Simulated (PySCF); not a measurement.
A structure optimised at B3LYP-D3(BJ)/def2-SVP, used in a PySCF frequency run:

```xyz
9

B      0.0105     0.5682     0.0000
F      0.7267     1.6942     0.0000
F     -1.3193     0.6815     0.0000
N      0.6360    -0.6799     0.0000
C     -0.0274    -1.9684     0.0000
H      1.6497    -0.7048     0.0000
H      0.2297    -2.5657     0.8923
H      0.2297    -2.5657    -0.8923
H     -1.1152    -1.8158     0.0000
```

### Question
Write its SMILES, formula and point group.

### Answer
CNB(F)F, CH₄BF₂N, Cs

### Question
What are its rotational constants (standard atomic weights)?

### Answer
9.2825, 3.6837, 2.6821 GHz
